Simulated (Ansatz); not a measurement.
**CH5As: structure from calculated spectroscopic constants**

These gas-phase data were calculated for one isomer of CH5As at PBE0-D4/def2-TZVP (harmonic, unscaled wavenumbers; equilibrium rotational constants with average atomic masses):

| Quantity | Value |
| --- | --- |
| rotational constants | 65.28, 8.862, 8.824 GHz |
| all wavenumbers above 1500 cm⁻¹ | 3178, 3160, 3072, 2208, 2198 |
| dipole moment | 0.97 D (PBE0/def2-TZVPD) |

Candidates:

(1) `[CH2-][AsH3+]`, a singlet
(2) `C[AsH2]`, a singlet

Problem. Assign the data to one candidate and say why.

Solution. Candidate (2). 3 modes lie between 2750 and 3290 cm⁻¹, one for each C–H bond, while (1) has 2.

The same quantities for all candidates:

```tsv
	rotational constants (GHz)	wavenumbers above 1500 cm⁻¹	dipole (D)	E above the lowest, PBE0-D4/def2-TZVP (kcal/mol)
(1)	68.69, 10.65, 10.29	3207, 3111, 2315, 2299, 1993	2.63	64.8
(2)	65.28, 8.862, 8.824	3178, 3160, 3072, 2208, 2198	0.97	0.0
```

Harmonic stretches to hydrogen usually lie a few per cent above observed fundamentals. Programs: Ansatz 0.2.0.
